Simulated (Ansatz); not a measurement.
Cartesian coordinates in Å:
```
O -0.0728 0.6067 1.4730
Sn 0.1881 -0.0259 -0.3259
F 1.9765 0.3881 -0.7580
F -0.8821 0.9856 -1.5180
Br -0.2586 -2.3805 -0.6923
H -0.9512 0.4261 1.8213
```

Charge 0, multiplicity 1. Sn: def2 effective core potential.

(1) List the B3LYP/def2-TZVPP orbital energies in eV (Ansatz 0.2.0). (Estimate.)

Answers

(1) The calculation gave: Occupied: -13140.22, -1701.86, -1533.58, -1533.50, -1533.50, -671.45, -671.38, -521.69, -237.64, -178.53, -178.29, -178.29, -140.95, -95.86, -95.82, -95.78, -72.81, -72.74, -72.74, -72.55, -72.55, -32.57, -32.30, -30.53, -30.04, -30.03, -29.82, -29.10, -27.32, -21.98, -15.63, -13.71, -12.53, -12.18, -11.77, -11.44, -11.33, -11.15, -10.36, -9.86, -9.29, -9.25. Lowest empty: -3.31, -0.40, -0.01, 0.45, 1.45, 2.55, 3.02, 3.20.

B3LYP here is the variant with VWN-RPA as its local correlation; programs differ in this.
